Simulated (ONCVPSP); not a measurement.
## What one change does to a pseudopotential (Cs (Z = 55), ONCV)

```json
{"Element": "caesium", "Generator": "ONCVPSP 4.0.1", "Type": "optimised norm-conserving Vanderbilt (ONCV)", "Functional": "LDA (Perdew-Wang 92)", "Relativity": "scalar-relativistic", "Frozen core": "[Kr] 4d10", "Valence charge": "9", "Reference configuration": "5s2 5p6 6s1", "Partial waves": "5s+6s: rc 3.10 bohr, ncon 4, nbas 9, qcut 4.2 1/bohr, 2 projectors; 5p: rc 2.90 bohr, ncon 4, nbas 8, qcut 4.1 1/bohr, 2 projectors, debl 3.2 Ha; d scattering state at 0.06 Ha: rc 2.90 bohr, ncon 4, nbas 7, qcut 3.3 1/bohr, local", "Local potential": "the d channel", "Core correction": "polynomial model core, fcfact 0.15"}
```

In the d channel the program set the typed energies aside and used 0.050 Ha.

Change: p: qcut 5.

Cutoffs: the cutoffs (Ha) at which the residual kinetic energy of the hardest occupied pseudo-wave falls to 1 and 0.1 mHa per electron; they do not see the model core or the augmentation charge, which bear on the density cutoff. Errors are all-electron minus pseudo energies relative to the spin-unpolarised reference configuration.

Q: What does the change do?

A: The potential gets harder (4.8 Ha and 6.3 Ha → 4.8 Ha and 8.0 Ha); of the 4 tests that both files solve, the error grows in 0 and shrinks in 1 by more than 15 % and 0.3 meV (median size 2.3 → 1.6 meV); neither file shows a bound ghost. The waves are optimised to have the least kinetic energy above qcut, so the cutoff follows it (qcut²/2 in Ha).

| quantity | base | changed |
| --- | --- | --- |
| cutoff, loose | 4.8 Ha | 4.8 Ha |
| cutoff, tight | 6.3 Ha | 8.0 Ha |
| loose cutoff by channel | s 4.8 Ha, p 3.8 Ha | s 4.8 Ha, p 4.1 Ha |
| bound ghosts | none | none |
| GHOST(+) flags under 300 eV | none | none |
| error for 5s2 5p6 6s0, meV [ΔE 4.00 eV] | -0.4 | -0.5 |
| error for 5s2 5p6 6s0.5, meV [ΔE 1.55 eV] | -0.1 | -0.1 |
| error for 5s2 5p6 6s0 6p1, meV [ΔE 1.47 eV] | +4.3 | +2.8 |
| error for 5s1 5p6 6s1, meV [ΔE 31.89 eV] | -173 | -185 |
| s: phases at 3.14 bohr within 0.05 rad from the reference energy up to (Ha; the scan ends near 5) | 2.0 | 2.0 |
| p: phases at 2.94 bohr within 0.05 rad from the reference energy up to (Ha; the scan ends near 5) | 0.6 | 0.7 |
| d: phases at 2.94 bohr within 0.05 rad from the reference energy up to (Ha; the scan ends near 5) | 1.4 | 1.4 |
| rms error of d²Exc/dni dnj with the model core, mHa | 0.42 | 0.49 |
